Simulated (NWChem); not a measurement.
The numbers come from NWChem runs, not from measurements. System: C5H7O, charge 0, spin multiplicity 2, at a geometry optimised with UPBE0/def2-SVP. The structure started from a generated list of species. Its SCF solution wasn't tested for a lower state. Level: UHF/def2-SVP.

Input file:

```
start mol
memory heap 200 mb stack 900 mb global 1100 mb
geometry units angstroms nocenter noautoz noautosym
  O      0.861866     1.858828     0.410035
  C      0.386968     0.787526     0.146180
  C      1.142686    -0.538801     0.137525
  C      0.106677    -1.562506    -0.139977
  C     -1.266648    -0.979854    -0.264490
  C     -1.066252     0.538405    -0.244033
  H      1.672740    -0.661765     1.102851
  H      1.950245    -0.485144    -0.620430
  H      0.303977    -2.635457    -0.177781
  H     -1.916713    -1.310275     0.570076
  H     -1.780577    -1.326386    -1.179257
  H     -1.218487     0.998224    -1.235118
  H     -1.726697     1.081563     0.448147
end
basis spherical
  * library def2-svp
end
scf
  uhf
  nopen 1
  maxiter 100
  thresh 1e-7
  semidirect memsize 60000000 filesize 0
  # guess.movecs holds the orbitals of an unrestricted PBE0 run
  vectors input guess.movecs output mol.movecs
end
task scf energy
```

Part of the output:

```
             Northwest Computational Chemistry Package (NWChem) 7.3.0
             --------------------------------------------------------

                                NWChem Input Module
                                -------------------

 Scaling coordinates for geometry "geometry" by  1.889725989
 (inverse scale =  0.529177249)

                             Geometry "geometry" -> ""
                             -------------------------

 Output coordinates in angstroms (scale by  1.889725989 to convert to a.u.)

  No.       Tag          Charge          X              Y              Z
 ---- ---------------- ---------- -------------- -------------- --------------
    1 O                    8.0000     0.86186600     1.85882800     0.41003500
    2 C                    6.0000     0.38696800     0.78752600     0.14618000
    3 C                    6.0000     1.14268600    -0.53880100     0.13752500
    4 C                    6.0000     0.10667700    -1.56250600    -0.13997700
    5 C                    6.0000    -1.26664800    -0.97985400    -0.26449000
    6 C                    6.0000    -1.06625200     0.53840500    -0.24403300
    7 H                    1.0000     1.67274000    -0.66176500     1.10285100
    8 H                    1.0000     1.95024500    -0.48514400    -0.62043000
    9 H                    1.0000     0.30397700    -2.63545700    -0.17778100
   10 H                    1.0000    -1.91671300    -1.31027500     0.57007600
   11 H                    1.0000    -1.78057700    -1.32638600    -1.17925700
   12 H                    1.0000    -1.21848700     0.99822400    -1.23511800
   13 H                    1.0000    -1.72669700     1.08156300     0.44814700

 Effective nuclear repulsion energy (a.u.)     225.1612549419

            Nuclear Dipole moment (a.u.)
            ----------------------------
        X                 Y               Z
 ---------------- ---------------- ----------------
     0.0000037795     0.0000075589    -0.0000037795


 Summary of "ao basis" -> "" (spherical)
 ------------------------------------------------------------------------------
       Tag                 Description            Shells   Functions and Types
 ---------------- ------------------------------  ------  ---------------------
 *                          def2-svp                  on all atoms

 Summary of "ao basis" -> "ao basis" (spherical)
 ------------------------------------------------------------------------------
       Tag                 Description            Shells   Functions and Types
 ---------------- ------------------------------  ------  ---------------------
 O                          def2-svp                 6       14   3s2p1d
 C                          def2-svp                 6       14   3s2p1d
 H                          def2-svp                 3        5   2s1p

                                 NWChem SCF Module
                                 -----------------

  ao basis        = "ao basis"
  functions       =   119
  atoms           =    13
  alpha electrons =    23
  beta  electrons =    22
  charge          =   0.00
  wavefunction    = UHF
  use symmetry    = F
  symmetry adapt  = F

 Summary of "ao basis" -> "ao basis" (spherical)
 ------------------------------------------------------------------------------
       Tag                 Description            Shells   Functions and Types
 ---------------- ------------------------------  ------  ---------------------
 O                          def2-svp                 6       14   3s2p1d
[...]
  ----- ------------  ---------------      ----- ------------  ---------------
    91      0.519703   8 H  s                86     -0.494463   7 H  s
    51      0.451439   4 C  pz              116     -0.396708  13 H  s
   106      0.362417  11 H  s               111      0.362867  12 H  s
   101     -0.330768  10 H  s                48      0.272311   4 C  pz
    23      0.246212   2 C  pz               37      0.235238   3 C  pz

 Vector   24  Occ=0.000000D+00  E= 1.592312D-01
              MO Center= -1.1D-01, -2.1D-01, -2.7D-01, r^2= 5.1D+00
   Bfn.  Coefficient  Atom+Function         Bfn.  Coefficient  Atom+Function
  ----- ------------  ---------------      ----- ------------  ---------------
   111      0.821652  12 H  s                59     -0.746832   5 C  s
    73     -0.711042   6 C  s               101      0.513877  10 H  s
    51     -0.509319   4 C  pz               31     -0.489376   3 C  s
    91      0.478715   8 H  s               106      0.429674  11 H  s
    23      0.377757   2 C  pz               20      0.291526   2 C  pz

 Vector   25  Occ=0.000000D+00  E= 1.733695D-01
              MO Center= -5.7D-01, -4.1D-01,  4.6D-02, r^2= 7.6D+00
   Bfn.  Coefficient  Atom+Function         Bfn.  Coefficient  Atom+Function
  ----- ------------  ---------------      ----- ------------  ---------------
    59      1.581834   5 C  s                31      1.380299   3 C  s
    73      1.159498   6 C  s               116     -0.942780  13 H  s
   106     -0.826051  11 H  s                86     -0.793138   7 H  s
   101     -0.785429  10 H  s                17     -0.615111   2 C  s
    91     -0.559089   8 H  s               111     -0.548878  12 H  s

 center of mass
 --------------
 x =   0.06120597 y =   0.09774806 z =   0.02459452

 moments of inertia (a.u.)
 ------------------
         477.431415501649         -95.296262464981         -62.431660689256
         -95.296262464981         323.178942590703         -60.332432486178
         -62.431660689256         -60.332432486178         728.744544702874

  Mulliken analysis of the total density
  --------------------------------------

    Atom       Charge   Shell Charges
 -----------   ------   -------------------------------------------------------
    1 O    8     8.36   1.99  1.08  0.71  2.80  1.75  0.02
    2 C    6     5.83   1.99  0.94  0.25  1.89  0.65  0.12
    3 C    6     6.02   1.99  0.87  0.18  2.08  0.86  0.04
    4 C    6     6.17   1.99  0.89  0.38  1.99  0.89  0.04
    5 C    6     6.02   1.99  0.87  0.20  2.05  0.86  0.05
    6 C    6     6.08   1.99  0.87  0.22  2.07  0.88  0.04
    7 H    1     0.92   0.74  0.16  0.02
    8 H    1     0.92   0.74  0.16  0.02
    9 H    1     0.94   0.75  0.17  0.03
   10 H    1     0.94   0.75  0.17  0.02
   11 H    1     0.95   0.75  0.17  0.02
   12 H    1     0.92   0.74  0.15  0.03
   13 H    1     0.93   0.74  0.16  0.02

  Mulliken analysis of the alpha density
  --------------------------------------

    Atom       Charge   Shell Charges
 -----------   ------   -------------------------------------------------------
    1 O    8     4.17   1.00  0.54  0.35  1.39  0.88  0.01
    2 C    6     2.92   0.99  0.47  0.13  0.95  0.33  0.06
    3 C    6     2.91   0.99  0.43  0.07  1.01  0.39  0.03
    4 C    6     3.72   0.99  0.47  0.28  1.31  0.66  0.02
    5 C    6     2.91   0.99  0.43  0.08  0.99  0.39  0.03
    6 C    6     3.05   0.99  0.44  0.11  1.04  0.45  0.02
    7 H    1     0.49   0.39  0.09  0.01
    8 H    1     0.49   0.39  0.09  0.01
    9 H    1     0.42   0.35  0.06  0.02
   10 H    1     0.50   0.40  0.09  0.01
   11 H    1     0.50   0.39  0.09  0.01
   12 H    1     0.46   0.37  0.08  0.01
   13 H    1     0.46   0.37  0.08  0.01

   Mulliken analysis of the beta density
   -------------------------------------

    Atom       Charge   Shell Charges
 -----------   ------   -------------------------------------------------------
    1 O    8     4.19   1.00  0.54  0.35  1.41  0.88  0.01
    2 C    6     2.90   0.99  0.47  0.12  0.94  0.32  0.06
    3 C    6     3.11   0.99  0.45  0.11  1.07  0.47  0.02
    4 C    6     2.45   0.99  0.42  0.10  0.69  0.24  0.02
    5 C    6     3.11   0.99  0.44  0.12  1.06  0.47  0.02
    6 C    6     3.03   0.99  0.44  0.11  1.03  0.44  0.02
    7 H    1     0.43   0.35  0.07  0.01
    8 H    1     0.43   0.35  0.07  0.01
    9 H    1     0.52   0.40  0.11  0.01
   10 H    1     0.44   0.35  0.08  0.01
   11 H    1     0.45   0.36  0.08  0.01
   12 H    1     0.46   0.37  0.08  0.01
   13 H    1     0.46   0.37  0.08  0.01

   Mulliken analysis of the spin density
   -------------------------------------

    Atom       Charge   Shell Charges
 -----------   ------   -------------------------------------------------------
    1 O    8    -0.02   0.00 -0.00  0.00 -0.01 -0.00  0.00
    2 C    6     0.02   0.00  0.00  0.00  0.01  0.01 -0.00
    3 C    6    -0.20  -0.00 -0.02 -0.04 -0.07 -0.08  0.01
    4 C    6     1.27  -0.00  0.05  0.18  0.62  0.42 -0.00
    5 C    6    -0.20  -0.00 -0.02 -0.04 -0.07 -0.09  0.01
    6 C    6     0.01   0.00  0.00  0.00  0.01  0.01 -0.00
    7 H    1     0.06   0.04  0.01 -0.00
    8 H    1     0.06   0.04  0.01 -0.00
    9 H    1    -0.09  -0.05 -0.04  0.01
   10 H    1     0.06   0.04  0.02 -0.00
   11 H    1     0.04   0.03  0.01 -0.00
   12 H    1    -0.00  -0.00 -0.00  0.00
   13 H    1    -0.00  -0.00 -0.00  0.00

       Multipole analysis of the density wrt the origin
       ------------------------------------------------

     L   x y z        total         alpha         beta         nuclear
     -   - - -        -----         -----         ----         -------
     0   0 0 0     -0.000000    -23.000000    -22.000000     45.000000

     1   1 0 0     -0.528379     -0.369673     -0.158709      0.000004
     1   0 1 0     -1.114029      0.902947     -2.016984      0.000008
     1   0 0 1     -0.276738      0.005258     -0.281992     -0.000004

     2   2 0 0    -26.743940   -102.443789    -99.981277    175.681126
     2   1 1 0     -2.834749    -24.297925    -24.561362     46.024537
     2   1 0 1     -0.453972    -17.825330    -18.018437     35.389796
     2   0 2 0    -31.720397   -142.547754   -133.843218    244.670574
     2   0 1 1     -1.385939    -16.283963    -15.567467     30.465491
     2   0 0 2    -26.579674    -28.114338    -25.448759     26.983424

 Task  times  cpu:       13.2s     wall:       13.2s

 Total times  cpu:       13.3s     wall:       13.3s
```
